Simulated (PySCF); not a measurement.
CuF₂, doublet: computed properties

Method: UPBE0/[Cu def2-TZVP, F def2-TZVP], no relativity, density fitting, PySCF.

The structure is a minimum.

Coordinates in bohr (charge 0 multiplicity 2):
```
Cu    0.0000    0.0000    0.0000
F     0.0000    0.0000    3.2582
F     0.0000    0.0000   -3.2582
```

```
Point group                                                                   : D∞h
Bond lengths                                                                  : Cu–F 1.724 Å (×2)
Bond angles                                                                   : F–Cu–F 180.0°
Zero-point energy                                                             : 10.4 kJ/mol
Atomisation energy without zero-point energy                                  : 715 kJ/mol
Entropy at 298.15 K and 1 bar (electronic part: spin only)                    : 256.6 J/(mol K)
Rotational symmetry number                                                    : 2
Highest occupied level (β)                                                    : -10.02 eV
Enthalpy at 298.15 K above 0 K                                                : 12.37 kJ/mol
Lowest empty level (β)                                                        : -5.97 eV
Rotational constants                                                          : 0.1492 cm⁻¹
Spin squared ⟨S²⟩                                                             : 0.753
Principal quadrupole moments (Buckingham, traceless) about the centre of mass : -14.42, 7.21, 7.21 D Å
Dipole moment                                                                 : 0.00 D
Principal polarisabilities                                                    : 12.8, 12.8, 30.1 bohr³
Heat capacity Cp at 298.15 K                                                  : 51.9 J/(mol K)
```

Harmonic modes (masses in u: Cu 62.930, F 18.998):
```tsv
symmetry	ω (cm⁻¹)	IR (km/mol, summed over degenerate members)	μ (u)	type
πu	188	92.3	25.77	bend
σg+	615	0.0	19.00	stretch
σu+	749	183	25.77	stretch
```

In D∞h the vibrations span πu + σg+ + σu+. The σg+ mode carries no infrared intensity, as symmetry demands. With a centre of inversion only u modes can be infrared active and only g modes Raman active.

Charges (e):
| atom | Mulliken | Löwdin | polar tensor | spin (Mulliken) | Mayer order to Cu1 |
| --- | --- | --- | --- | --- | --- |
| Cu1 | 1.00 | 0.67 | 1.41 | 0.89 | – |
| F2,3 | -0.50 | -0.34 | -0.70 | 0.06 | 0.81 |

Mulliken populations on Cu1: s 6.36, p 12.27, d 9.36, f 0.00.

Outer orbital energies (eV). α occupied: -13.08, -13.08, -11.77, -11.19, -11.09, -11.09, -10.15, -10.15; empty: -1.59, 1.73, 1.73, 3.20. β occupied: -13.39, -12.40, -12.40, -11.39, -11.04, -11.04, -10.02, -10.02; empty: -5.97, -0.82, 2.20, 2.20.

Formally Cu is in oxidation state +2, d9, with 1 unpaired electron. The Mulliken spin on Cu is 0.89. The polar-tensor charge on Cu, 1.41, is below the formal one.

Other isomers or separated fragments may lie lower. With open d or f shells other occupations or spin states may lie lower.

The final relaxation and frequency run took 17 s on 4 threads of a shared Arm Neoverse V2 host, with 107 basis functions and 7 gradients; the process peaked at 1.1 GiB.
